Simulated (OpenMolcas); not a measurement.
**As I: from CASSCF to CASPT2**

```json
{
 "Program": "OpenMolcas",
 "Basis": "ANO-RCC-VTZP [6s5p3d1f]",
 "Scalar Hamiltonian": "DKH2, point nucleus",
 "Active space": "3 electrons in 3 orbitals (4p)",
 "State averaging": "2S+1 = 4 odd, 1 root; 2S+1 = 2 odd, 8 roots",
 "Spin-orbit coupling": "state interaction with AMFI integrals over the reference wave functions, term energies averaged over their components"
}
```

Methods on the same reference wave functions:
A. CASSCF
B. SS-CASPT2, IPEA 0.25 Eh, imaginary shift 0.1 Eh (closed shells correlated: 3d 4s)

Energies in cm⁻¹ above 4s² 4p³ ⁴S°_3/2, the measured ground level; measured values from NIST Handbook of Basic Atomic Spectroscopic Data.

```json
{"Level": "4s² 4p³ ⁴S°_3/2", "A": "0.0", "B": "0.0", "Measured": "0.0"}
{"Level": "4s² 4p³ ²D°_3/2", "A": "14532", "B": "11590", "Measured": "10593"}
{"Level": "4s² 4p³ ²D°_5/2", "A": "14712", "B": "11800", "Measured": "10915"}
{"Level": "4s² 4p³ ²P°_1/2", "A": "24284", "B": "19870", "Measured": "18186"}
{"Level": "4s² 4p³ ²P°_3/2", "A": "24525", "B": "20150", "Measured": "18648"}
```

Deviations, from unrounded energies. A percentage is the sum of absolute deviations over the sum of measured energies, with the sign that they share, or ± where signs differ.

```
                        Against measurement  Levels      A     B
             mean absolute deviation (cm-1)       4   4900  1300
other terms of the ground configuration (%)       4  +33.8  +8.7
```

B lies closest to measurement on these levels. The largest miss of B in the table is 4s² 4p³ ²P°_1/2, by +1700 cm-1. The ranking rests on the paired levels alone, and a cruder setting can come out closer through cancelling errors.

From A to B the spin-free energies of the other terms of 4s² 4p³ shown, above ⁴S°, scale by factors of 0.80 to 0.82.

The lowest spin-free term lies below A's lowest term by 0.124 hartree in B.

CASPT2 breaks the degeneracy within a term, and the mean is taken; among the terms shown or strongly mixed into the levels shown the widest spread is 170 cm-1 (4s² 4p³ ²D°, B). With the s shell closed, the reference lacks s² → p² mixing. Without dynamic correlation excited terms often stand tens of per cent too high (terms of higher spin than the ground term too low), and those without a measured partner can miss by more than the paired ones (holds for A). Computed and measured levels are paired by configuration, term and J; levels that our copy of the source lacks, or whose pairing is in doubt (as where it misses far off the trend of its configuration), stay unpaired and out of the deviations. Levels of configurations outside the active space are missing.

° marks odd parity.
